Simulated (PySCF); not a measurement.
An EPR job on `C=C(C#N)C(=O)[CH]C` [radical].

Method: UKS B3LYP, pcH-1 on C H N O, non-relativistic, mean-field spin-orbit, GIAO (PySCF 2.14.0). Geometry: GFN2-xTB. The command runs a driver script over a list of jobs; the input below is this job's line of settings and its coordinates in Å.

Command:
```bash
OMP_NUM_THREADS=1 python probes_run.py task.json out
```

Input:
```
{"job": {"kind": "epr", "basis": "pcH-1"}, "charge": 0, "multiplicity": 2}
C     -0.633294    -1.715048     1.689925
C     -0.573808    -0.563756     1.011584
C     -1.256646     0.587122     1.467186
N     -1.811443     1.520469     1.837186
C      0.224689    -0.478905    -0.257176
O      0.819572    -1.472774    -0.680148
C      0.248717     0.782982    -0.915605
C      0.997898     0.977658    -2.160300
H     -0.100165    -2.572605     1.312076
H     -1.193860    -1.823068     2.602357
H     -0.290149     1.617007    -0.491189
H      1.454727     0.042483    -2.477586
H      0.340365     1.361021    -2.944770
H      1.772720     1.736941    -2.020682
```

Q: Give the output.

A: 
```
UKS, coarse grid
  cycle   1  E = -361.97504017  |g| = 6.80e-01
  cycle   2  E = -360.31367092  |g| = 1.94e+00
  cycle   3  E = -362.12264735  |g| = 2.79e-01
  cycle   4  E = -362.15342683  |g| = 1.86e-01
  cycle   5  E = -362.16457111  |g| = 9.71e-02
  cycle   6  E = -362.16863046  |g| = 2.32e-02
  cycle   7  E = -362.16892855  |g| = 1.06e-02
  cycle   8  E = -362.16903238  |g| = 4.97e-03
  cycle   9  E = -362.16905977  |g| = 2.52e-03
  cycle  10  E = -362.16906607  |g| = 1.52e-03
  cycle  11  E = -362.16906961  |g| = 8.42e-04
UKS, final grid
  cycle   1  E = -362.16909218  |g| = 1.32e-03
  cycle   2  E = -362.16909013  |g| = 2.74e-03
  cycle   3  E = -362.16909335  |g| = 3.18e-04
  cycle   4  E = -362.16909345  |g| = 2.35e-04
  cycle   5  E = -362.16909360  |g| = 1.74e-04
  cycle   6  E = -362.16909366  |g| = 6.62e-05
  cycle   7  E = -362.16909367  |g| = 2.33e-05
E = -362.16909367 Eh   <S^2> = 0.7630 (exact 0.7500)
g shifts (ppm)      1          2          3
  rmc          -189       -189       -189
  gc             -9         37         33
  oz_so         -14       2020       5212
  total        -212       1868       5055
hyperfine (MHz)  atom isotope    a_iso     a_fc   dipolar eigenvalues
    0   13C       0.93       0.93     -1.92     -0.86      2.79
    1   13C      -4.52      -4.52     -1.55     -0.09      1.64
    2   13C       0.24       0.24     -0.67     -0.43      1.10
    3   14N      -0.09      -0.09     -0.12     -0.09      0.21
    4   13C     -38.05     -38.05     -9.13      1.33      7.79
    5   17O     -21.35     -21.35    -98.61     49.23     49.38
    6   13C      59.38      59.38    -59.78    -58.85    118.62
    7   13C     -24.58     -24.58     -2.75      0.25      2.50
    8    1H      -1.36      -1.36     -1.80     -1.06      2.86
    9    1H      -1.46      -1.46     -1.35     -0.78      2.13
   10    1H     -48.30     -48.30    -28.34     -1.62     29.95
   11    1H       1.85       1.85     -4.13     -1.84      5.96
   12    1H      92.41      92.41     -4.67     -2.77      7.44
   13    1H     102.21     102.21     -4.72     -2.76      7.47
```

rmc, gc and oz_so are the mass-correction, gauge-correction and orbital-Zeeman/spin–orbit parts of the g shift along its three principal axes; a_iso is the isotropic hyperfine coupling and a_fc its Fermi-contact part. The program numbers atoms from 0.

Q: Get g_iso from the total shifts.

A: Their mean is 2237 ppm; added to g_e = 2.002319 it gives 2.00456.

Q: How far is ⟨S²⟩ from the pure-spin value?

A: S = 0.5 gives S(S+1) = 0.75; the run has 0.7630, 0.0130 more.

In short: ⟨S²⟩ 0.763; g_iso 2.0046.

Geometry: GFN2-xTB, one conformer, isolated molecule.

Q: How long does this job take on one thread of an Arm Neoverse V1, shared host? And the peak memory of the process?

A: About 70 s (density and orbital grids were written too), with 0.96 GiB resident at the peak, the Python interpreter and its libraries included.
Labels such as C1 count atoms from 1, the log's own numbers from 0.
